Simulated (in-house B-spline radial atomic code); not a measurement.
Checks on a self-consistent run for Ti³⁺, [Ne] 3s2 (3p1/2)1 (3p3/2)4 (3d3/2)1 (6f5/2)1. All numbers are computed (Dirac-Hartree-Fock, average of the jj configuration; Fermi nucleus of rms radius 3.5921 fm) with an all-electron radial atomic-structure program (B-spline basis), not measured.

```json
{"orbital": "1s1/2", "q": "2", "ε (Eh)": "-186.52548", "<1/r>": "21.8108", "<r²>": "0.00650131", "small-component weight": "0.006214"}
{"orbital": "2s1/2", "q": "2", "ε (Eh)": "-23.67163", "<1/r>": "4.59777", "<r²>": "0.122452", "small-component weight": "0.0010984"}
{"orbital": "2p1/2", "q": "2", "ε (Eh)": "-19.96712", "<1/r>": "4.49347", "<r²>": "0.101766", "small-component weight": "0.0010598"}
{"orbital": "2p3/2", "q": "4", "ε (Eh)": "-19.77229", "<1/r>": "4.45017", "<r²>": "0.102595", "small-component weight": "0.0010547"}
{"orbital": "3s1/2", "q": "2", "ε (Eh)": "-4.66712", "<1/r>": "1.43068", "<r²>": "1.08572", "small-component weight": "0.00023088"}
{"orbital": "3p1/2", "q": "1", "ε (Eh)": "-3.68296", "<1/r>": "1.33082", "<r²>": "1.21008", "small-component weight": "0.0002073"}
{"orbital": "3p3/2", "q": "4", "ε (Eh)": "-3.55236", "<1/r>": "1.3105", "<r²>": "1.23403", "small-component weight": "0.00020168"}
{"orbital": "3d3/2", "q": "1", "ε (Eh)": "-2.12671", "<1/r>": "1.08793", "<r²>": "1.591", "small-component weight": "0.00014509"}
{"orbital": "6f5/2", "q": "1", "ε (Eh)": "-0.22548", "<1/r>": "0.115692", "<r²>": "157.2", "small-component weight": "6.4375e-06"}
```

Electron-electron repulsion V_ee = 279.4548 hartree.

(1) What total energy follows from the eigenvalues?

(2) Does the Dirac virial theorem hold?

(3) What diamagnetic shielding (Lamb formula) and susceptibility (Langevin formula) do the radii give?

Answers

(1) The eigenvalues count the repulsion twice, so E = Σqε - V_ee = -568.996 - 279.455 = -848.451 hartree; the run printed -848.451.

(2) For a point nucleus E = -2c²Σq·w, with w the small-component weight. Here Σq·w = 0.02259 and c = 137.0360, so the ratio E/(-2c²Σq·w) is 1.000004; the finite nucleus accounts for the departure from 1.

(3) σ = (α²/3)Σq<1/r> = 90.2424/(3·137.036²) = 1601.8 ppm, and χ = -0.79199×10⁻⁶·Σq<r²> = -133×10⁻⁶ cm³/mol with Σq<r²> = 167.98 bohr². Both are non-relativistic formulas without the paramagnetism of open shells.
